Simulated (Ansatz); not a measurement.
Basis sets compared for Ge₃O₄⁺. Charge 1, multiplicity 2. Geometry r2SCAN-D4/def2-SVP. Ansatz on 4 threads of Arm Neoverse V1 on a shared host; times are rough, and most runs start from earlier orbitals.

| atom | x (Å) | y (Å) | z (Å) |
| --- | --- | --- | --- |
| Ge1 | -0.292 | 0.949 | -2.189 |
| Ge2 | 1.090 | 0.502 | 0.707 |
| Ge3 | -0.950 | -0.959 | 0.346 |
| O4 | -1.710 | -2.083 | 1.281 |
| O5 | 2.142 | 0.677 | 1.963 |
| O6 | 0.963 | 1.248 | -0.858 |
| O7 | -1.244 | -0.334 | -1.250 |

Another isomer (doublet) lies 2.84 eV lower at PBE0-D4/def2-TZVP; other spin states weren't run for this one.

| level | functions | energy (Eh) | HOMO (eV) | LUMO (eV) | wall time |
| --- | --- | --- | --- | --- | --- |
| PBE-D4/def2-SVP | 152 | -6529.4033 | -12.44 | -11.68 | 4.2 s |
| PBE0-D4/def2-SVP | 152 | -6529.4969 | -13.23 | -11.11 | 8 s |

Estimate the rows for PBE-D4/def2-TZVP (with forces), PBE0-D4/def2-TZVP.


| level | functions | energy (Eh) | HOMO (eV) | LUMO (eV) | wall time |
| --- | --- | --- | --- | --- | --- |
| PBE-D4/def2-TZVP (with forces) | 268 | -6530.5661 | -12.46 | -11.69 | 9.5 s |
| PBE0-D4/def2-TZVP | 268 | -6530.6624 | -13.22 | -11.08 | 31 s |
